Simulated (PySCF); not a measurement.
# Deuteron quadrupole couplings in 2,4-dimethyl-2-hexene

Species: 2,4-dimethyl-2-hexene, C₈H₁₆.
Numbering: `[CH3:1][CH2:2][C@H:3]([CH3:4])[CH:5]=[C:6]([CH3:7])[CH3:8]` (hydrogens: H9, H10, H11 on C1; H12, H13 on C2; H14 on C3; H15, H16, H17 on C4; H18 on C5; H19, H20, H21 on C7; H22, H23, H24 on C8)

Structure used (GFN2-xTB), in Å, numbered top down from 1:
```xyz
24
C8H16 angstrom
C     -1.3257    1.3111    1.6255
C     -1.8263    0.0104    1.0097
C     -1.0596   -0.3550   -0.2693
C     -1.6698   -1.5994   -0.9195
C      0.3815   -0.6232    0.0498
C      1.4605    0.0179   -0.3811
C      1.4632    1.2003   -1.3038
C      2.8370   -0.4120    0.0413
H     -1.4575    2.1381    0.9308
H     -1.8726    1.5390    2.5380
H     -0.2676    1.2333    1.8647
H     -1.7205   -0.8000    1.7348
H     -2.8885    0.1064    0.7720
H     -1.1501    0.4785   -0.9703
H     -1.6184   -2.4462   -0.2384
H     -1.1271   -1.8551   -1.8269
H     -2.7129   -1.4267   -1.1762
H      0.5208   -1.4659    0.7177
H      1.9819    2.0354   -0.8331
H      1.9985    0.9531   -2.2208
H      0.4617    1.5227   -1.5671
H      2.7984   -1.2710    0.7060
H      3.3466    0.4030    0.5552
H      3.4347   -0.6749   -0.8313
```

Level: PBE0/pcSseg-1 (PySCF, non-relativistic); Q(2H) = 0.00286 b; rigid geometry, the same for H and D, with no vibrational averaging.

Question: Rank these positions by the coupling χzz of a deuteron there, largest first.
A. H13 (methylene hydrogen)
B. H24 (methyl hydrogen)
C. H21 (methyl hydrogen)

Answer: C (216 kHz), B (209 kHz), A (204 kHz).

Give the electric field gradient Vzz (the principal value of largest size), its asymmetry and the 2H coupling at each hydrogen.

```csv
atom,bonded to,bond length (Å),Vzz (au),η,χzz (kHz)
H9,C1,1.088,0.3155,0.02,212
H10,C1,1.088,0.3166,0.01,213
H11,C1,1.088,0.3127,0.02,210
H12,C2,1.093,0.3039,0.02,204
H13,C2,1.093,0.3040,0.02,204
H14,C3,1.093,0.3019,0.01,203
H15,C4,1.088,0.3148,0.02,212
H16,C4,1.088,0.3152,0.01,212
H17,C4,1.088,0.3158,0.02,212
H18,C5,1.084,0.3219,0.08,216
H19,C7,1.090,0.3110,0.03,209
H20,C7,1.090,0.3110,0.02,209
H21,C7,1.085,0.3208,0.02,216
H22,C8,1.087,0.3165,0.03,213
H23,C8,1.090,0.3113,0.03,209
H24,C8,1.090,0.3114,0.03,209
```

How does χzz go with the bond length over the 16 C–H bonds?

A straight-line fit has a slope of -14.5 kHz for each 0.01 Å, with a correlation coefficient of -0.97, over lengths from 1.084 to 1.093 Å. The longer bonds have the smaller couplings here.

Give the 2H NMR doublet splittings at H16 for a magnetic field along the z, y and x axes of the gradient: 3χ/2, 3χ(1 + η)/4, 3χ(1 − η)/4.

With |χ| = 211.8 kHz and η = 0.015: 318, 161 and 157 kHz, to first order and without motion.

Geometry: GFN2-xTB, one conformer, isolated molecule. GFN2-xTB bond lengths can be off by several hundredths of an ångström, more for odd bonds, and the gradients follow them. The basis is small and wasn't made for field gradients, so the couplings can be 20 % off.
